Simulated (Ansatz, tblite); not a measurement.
Two members of one family (Agn), computed with Ansatz in the gas phase; def2 core potentials for Ag, no spin–orbit coupling. The two geometries come from different levels. HOMO and LUMO are taken over both spins. Singlets are spin-restricted. The spins of the ions were chosen, not always searched. A dash marks a value that wasn't run or was left out as unsound. The structures are stationary points that may keep the symmetry of their start. Remarks come from the PBE and PBE0 runs and from stability tests at other levels; not every state was tested. A HOMO above zero means that the electron is unbound at that level and held by the basis, or that self-interaction error raises the level; the energy of removing that electron tells which. HOMO above LUMO (over both spins in singlets and doublets, within one spin in higher multiplets; at PBE or PBE0), or a gap under 0.15 eV within one spin, warns that the state may not be the lowest or that an electron is smeared out.

First: Ag3⁻ (singlet, charge -1, PBE-D4/def2-TZVPD geometry).

Cartesian coordinates in Å:
```
Ag 0.849 2.221 -1.181
Ag -0.841 -2.222 1.183
Ag -0.008 0.001 -0.003
```

```csv
level,HOMO (eV),vertical IE (eV)
PBE-D4/def2-TZVPD,-0.27,2.35
r2SCAN-D4/def2-TZVPD,-0.34,2.25
r2SCANh-D4/def2-TZVPD,-0.52,–
PBE0-D4/def2-SVPD,-0.65,–
PBE0-D4/def2-TZVPD,-0.68,2.13
```

The relaxed triplet lies at 0.51 eV (r2SCANh-D4/def2-TZVPD) to 0.81 eV (B3LYP-D4/def2-TZVPD) from the singlet. The relaxed quintet lies at 4.10 eV (RPA@PBE/def2-TZVPD) to 4.60 eV (PBE-D4/def2-TZVPD) from the singlet. Remarks: HOMO above zero (triplet), HOMO above zero (quintet), gap within one spin near zero at PBE or PBE0 (quintet).

Second: Ag4⁻ (doublet, charge -1, r2SCAN-D4/def2-SVPD geometry; oxidised ion singlet).

Cartesian coordinates in Å:
```
Ag 1.043 0.721 -0.535
Ag -1.421 0.856 -1.618
Ag -1.044 -0.717 0.537
Ag 1.421 -0.859 1.616
```

Estimate how these quantities change from the first to the second (second minus first).


```csv
level,Δ HOMO (eV),Δ vertical IE (eV)
PBE-D4/def2-TZVPD,0.52,-0.61
r2SCAN-D4/def2-TZVPD,0.38,-0.52
r2SCANh-D4/def2-TZVPD,0.39,–
PBE0-D4/def2-SVPD,0.48,–
PBE0-D4/def2-TZVPD,0.50,-0.59
```

The relaxed quartet lies at 0.50 eV (r2SCANh-D4/def2-TZVPD) to 0.90 eV (BLYP-D4/def2-TZVPD) from the doublet. Remarks: HOMO above zero at PBE or PBE0, HOMO above zero (quartet).
